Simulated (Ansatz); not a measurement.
Stepwise reaction of `[CH3][Sn]([CH3])([F])[Cl]` with hydrogen fluoride, as a gas-phase model of exchange steps in deposition or etching. ΔE in kJ/mol.

Isolated molecules relaxed with PBE0-D4/def2-TZVP in Ansatz; ΔE leaves out vibrations. CCSD(T)/CBS adds triple-zeta CCSD(T) − MP2 to the extrapolated MP2 energy (def2 sets, frozen cores). This one scheme is used for every species. Functionals use def2-TZVPP. B3LYP here is the variant with VWN-RPA as its local correlation; programs differ in this. Elements past krypton have def2 core potentials. For Sn outer-core shells are correlated without core-valence functions, which leaves a few kJ/mol of doubt a bond.

```
step                                                             reaction  PBE-D4  B3LYP-D4  ωB97M-V  CCSD(T)/CBS
   1  `[CH3][Sn]([CH3])([F])[Cl]` + H–F → `[CH3][Sn]([F])([F])[Cl]` + CH₄   -67.5     -72.4    -67.8        -60.0
   2      `[CH3][Sn]([F])([F])[Cl]` + H–F → `[F][Sn]([F])([F])[Cl]` + CH₄   -29.3     -32.6    -31.0        -24.3
```

Task: By hand: ΔE of the 2 steps together at CCSD(T)/CBS.

Result: (-60.0) + (-24.3) = -84.3 kJ/mol, or -42.1 kJ/mol a step.

In ΔE each step is higher than the one before. All are downhill at CCSD(T)/CBS. PBE-D4 differs from CCSD(T)/CBS by -7.5 to -5.0 kJ/mol a step. Isolated molecules leave out the surface, adducts and barriers. Largest T1 diagnostic: 0.014.
